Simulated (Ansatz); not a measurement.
# What each rung costs, and what it gives

Saddle point of TiNH3OF2, singlet (TiNH₃OF₂ ([NH2][Ti]([OH])([F])[F]) → TiNHF₂ ([NH][Ti]([F])[F]) + H₂O (still joined by a long Ti–O bond); bonds formed: O2–H4; bonds broken: N3–H4; bonds weakened to dative contacts: Ti1–O2), PBE0-D4/def2-TZVP structure:

Ti1  (-0.272, 0.354, 0.666)
O2  (1.368, -0.543, -0.081)
N3  (-0.987, -0.353, -0.727)
H4  (0.409, -0.629, -0.776)
F5  (-0.079, 2.117, 0.542)
F6  (-0.927, -0.169, 2.230)
H7  (2.094, -0.024, -0.439)
H8  (-1.607, -0.753, -1.414)
(Å)

Barriers are electronic and count from the start structure reached by relaxing down the imaginary mode.

Computed with Ansatz 0.2.0 (basis: as named in each row); correlated methods freeze the cores. B3LYP uses VWN-RPA correlation. Extrapolation: Hartree–Fock as exp(−7.88 √X), correlation as X^−2.97.

Times are rough, for one single point on 8 threads of a shared host (Oxide Virtual Turin-like).

The estimate by CCSD(T) at an estimated basis limit (MP2 extrapolated from triple and quadruple zeta, plus CCSD(T) − MP2 in triple zeta) is 190.9 kJ/mol.

```json
{"method": "HF", "basis": "STO-3G", "time (s)": "under 1", "barrier (kJ/mol)": "373.6", "method less estimate": "182.7"}
{"method": "PBE-D4", "basis": "STO-3G", "time (s)": "under 1", "barrier (kJ/mol)": "240.6", "method less estimate": "49.7"}
{"method": "SPW92", "basis": "def2-SVP", "time (s)": "under 1", "barrier (kJ/mol)": "165.6", "method less estimate": "-25.3"}
{"method": "PBE-D4", "basis": "def2-SVP", "time (s)": "under 1", "barrier (kJ/mol)": "181.3", "method less estimate": "-9.6"}
{"method": "SPW92", "basis": "def2-TZVPP", "time (s)": "1", "barrier (kJ/mol)": "169.1", "method less estimate": "-21.7"}
{"method": "B3LYP-D4", "basis": "6-31G", "time (s)": "1", "barrier (kJ/mol)": "225.8", "method less estimate": "34.9"}
{"method": "PBE-D4", "basis": "def2-TZVPP", "time (s)": "1", "barrier (kJ/mol)": "185.8", "method less estimate": "-5.1"}
{"method": "BLYP-D4", "basis": "def2-TZVPP", "time (s)": "2", "barrier (kJ/mol)": "198.2", "method less estimate": "7.3"}
{"method": "PBE0-D4", "basis": "def2-SVP", "time (s)": "2", "barrier (kJ/mol)": "195.1", "method less estimate": "4.2"}
{"method": "r2SCAN-D4", "basis": "def2-TZVPP", "time (s)": "2", "barrier (kJ/mol)": "199.8", "method less estimate": "9.0"}
{"method": "PBE0-D4", "basis": "def2-TZVPP", "time (s)": "2", "barrier (kJ/mol)": "199.8", "method less estimate": "8.9"}
{"method": "B3LYP-D4", "basis": "def2-TZVPP", "time (s)": "2", "barrier (kJ/mol)": "208.3", "method less estimate": "17.4"}
{"method": "BHLYP-D4", "basis": "def2-TZVPP", "time (s)": "2", "barrier (kJ/mol)": "227.8", "method less estimate": "36.9"}
{"method": "CAM-B3LYP-D4", "basis": "def2-TZVPP", "time (s)": "2", "barrier (kJ/mol)": "211.4", "method less estimate": "20.5"}
{"method": "B97M-V", "basis": "def2-TZVPP", "time (s)": "3", "barrier (kJ/mol)": "215.4", "method less estimate": "24.6"}
{"method": "r2SCAN0-D4", "basis": "def2-TZVPP", "time (s)": "3", "barrier (kJ/mol)": "208.6", "method less estimate": "17.7"}
{"method": "RPA on PBE", "basis": "def2-TZVPP", "time (s)": "4", "barrier (kJ/mol)": "194.1", "method less estimate": "3.3"}
{"method": "wB97M-V", "basis": "def2-SVP", "time (s)": "4", "barrier (kJ/mol)": "201.3", "method less estimate": "10.5"}
{"method": "wB97X-V", "basis": "def2-TZVPP", "time (s)": "4", "barrier (kJ/mol)": "210.9", "method less estimate": "20.0"}
{"method": "wB97M-V", "basis": "def2-TZVPP", "time (s)": "4", "barrier (kJ/mol)": "207.7", "method less estimate": "16.9"}
{"method": "PBE-QIDH", "basis": "def2-TZVPP", "time (s)": "5", "barrier (kJ/mol)": "193.5", "method less estimate": "2.6"}
{"method": "B2PLYP", "basis": "def2-TZVPP", "time (s)": "6", "barrier (kJ/mol)": "194.5", "method less estimate": "3.6"}
{"method": "CCSD(T)", "basis": "def2-SVP", "time (s)": "6", "barrier (kJ/mol)": "187.8", "method less estimate": "-3.1"}
{"method": "MP2", "basis": "def2-QZVPP", "time (s)": "9", "barrier (kJ/mol)": "170.3", "method less estimate": "-20.6"}
{"method": "CCSD(T)", "basis": "def2-TZVPP", "time (s)": "78", "barrier (kJ/mol)": "192.4", "method less estimate": "1.5"}
```

All methods are single points on the PBE0-D4 structures.

T1 diagnostic: at most 0.026. The T1 diagnostic is large here, which may signal multireference character or strong orbital relaxation, so CCSD(T) is less sure. The restricted Hartree–Fock reference is unstable towards an unrestricted one at one or more of these structures.

Labels in which every atom is bracketed show which atoms are joined, not bond orders.
